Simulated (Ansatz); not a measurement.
Mg4O7H6. The state is a triplet with charge 0. Geometry PBE0-D4/def2-SVP, that of the neutral singlet; atoms count from 1.

```xyz
17

Mg    1.068   -0.469   -1.843
Mg   -3.486    0.948    1.324
Mg   -1.004    0.216   -0.082
Mg    2.729   -0.565    0.388
O     0.725   -0.941    0.114
O     1.061    0.546   -0.073
O    -0.758   -0.086   -2.089
O    -2.553   -0.657    0.758
O     4.104   -0.728    1.547
O     2.901   -0.856   -1.607
O    -1.973    1.829    0.487
H    -2.721   -1.590    0.894
H     3.697   -1.095   -2.081
H    -1.703    2.746    0.425
H    -4.938    1.374    2.124
H    -1.429   -0.026   -2.768
H     4.279   -0.645    2.481
```

The structure holds one bond between oxygen atoms, so isomers without such links may lie far lower. At PBE0-D4/def2-TZVP a singlet of charge 0 lies 3.68 eV below the triplet at the same geometry. The structure comes from a short search, and lower isomers may exist.

Q: Estimate the Mulliken populations from the PBE0/def2-TZVP orbitals of Ansatz.

A: 
| atom | charge (e) | spin (α − β) |
| --- | --- | --- |
| Mg1 | 1.07 | 0.02 |
| Mg2 | 0.61 | 0.00 |
| Mg3 | 1.29 | 0.00 |
| Mg4 | 0.96 | -0.01 |
| O5 | -0.53 | 0.98 |
| O6 | -0.53 | 0.98 |
| O7 | -0.84 | 0.01 |
| O8 | -0.90 | 0.00 |
| O9 | -0.83 | 0.00 |
| O10 | -0.85 | 0.01 |
| O11 | -0.90 | 0.00 |
| H12 | 0.33 | 0.00 |
| H13 | 0.34 | 0.00 |
| H14 | 0.33 | 0.00 |
| H15 | -0.19 | 0.00 |
| H16 | 0.33 | 0.00 |
| H17 | 0.30 | 0.00 |
Mulliken values depend strongly on the basis.

Q: Where does the spin sit?

A: Summed by element: Mg 0.01, O 1.99, H 0.00, of 2 unpaired in all. Largest on single atoms: O6 0.98, O5 0.98, Mg1 0.02.

Q: And the Mayer bond orders between heavy atoms (over 0.3)?

A: Mg1–O7 0.62 (1.88 Å); Mg1–O10 0.53 (1.89 Å); Mg2–O8 0.47 (1.94 Å); Mg2–O11 0.47 (1.94 Å); Mg3–O8 0.33 (1.97 Å); Mg3–O11 0.34 (1.97 Å); Mg4–O5 0.33 (2.06 Å); Mg4–O6 0.33 (2.06 Å); Mg4–O9 0.85 (1.81 Å); Mg4–O10 0.31 (2.02 Å); O5–O6 0.53 (1.54 Å).
